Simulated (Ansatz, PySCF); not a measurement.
Constitutional and geometric isomers with formula H10Si4. All species are isolated molecules in the gas phase. One relaxed conformer stands for each flexible species; it need not be the lowest. Strings in code marks are SMILES.

Quantity: electronic energy of isomers of H10Si4 relative to `[SiH3][SiH]([SiH3])[SiH3]`, in kJ/mol.

Level 1: frozen-core CCSD(T)/6-31g // B3LYP-D3(BJ)/def2-TZVP (Ansatz, an electronic-structure program)
Level 2: PBE-D3(BJ)/def2-TZVP // B3LYP-D3(BJ)/def2-TZVP (PySCF)
Level 3: PBE/cc-pVTZ // B3LYP-D3(BJ)/def2-TZVP (Ansatz)
Level 4: r2SCAN0/cc-pVTZ // B3LYP-D3(BJ)/def2-TZVP (Ansatz)

```tsv
species	level 2	level 3	level 4
`[SiH3][SiH2][SiH2][SiH3]` (Si–Si–Si–Si torsion 57°)	4.86	4.47	5.37
```

Question: What does level 1 give for each?

Answer: 
- `[SiH3][SiH2][SiH2][SiH3]` (Si–Si–Si–Si torsion 57°): 4.62
